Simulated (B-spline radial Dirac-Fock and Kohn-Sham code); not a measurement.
Run log: Ag⁶⁺

ΔSCF core binding energies without Breit or QED terms, calculated with an atomic code on a B-spline grid. Keys: rel is the Hamiltonian (dirac, or spin-free x2c and nr, where L3 and M5 stand for the whole 2p and 3d shells), method is hf or an exchange,correlation pair (spin-unpolarised, also for the hole states), nuc the nuclear model, radius_factor scales its radius, rmax is the box in bohr, h the logarithmic mesh step, order the B-spline order, points the quadrature points per cell, c_factor scales the speed of light, and damp, ndamp, maxit and tol steer the iteration. The run stops when the commutator error falls below 10·tol·max(1, Z/10), or the numerical noise floor, and the energy has settled to about 1e-8 Ha; the virial ratio is −V/T.

Input (task.json):

```json
{"items": [{"Z": 47, "q": 6, "cfg": [[1, 0, 2], [2, 0, 2], [2, 1, 6], [3, 0, 2], [3, 1, 6], [3, 2, 10], [4, 0, 2], [4, 1, 6], [4, 2, 5]], "A": 107, "rrms": 4.5454, "do": "settings", "holes": ["K", "L3", "M5"],
  "settings": [{"rel": "dirac", "method": "hf", "nuc": "fermi", "radius_factor": 1.0, "rmax": 45.0, "h": 0.3, "order": 8, "points": 10, "c_factor": 1.0, "maxit": 60, "damp": 0.5, "ndamp": 3, "tol": 1e-08, "cfg": "1s2 2s2 2p6 3s2 3p6 3d10 4s2 4p6 4d11"}]}]}
```

Command: `python xray2_run.py task.json out`

The program stops without a result: overfilled shell.

Problem. One setting is unsound. Which, and why?

Solution. cfg puts more electrons in a shell than it can hold. With the default settings (Dirac Hartree-Fock): The ground state converged in 10 iterations, with total energy -5304.99839 Ha, virial ratio 1.95531 and highest orbital energy -104.36 eV. ΔSCF binding energies: K (1s) 25707.6 eV, L3 (2p3/2) 3474.1 eV, M5 (3d5/2) 481.3 eV.
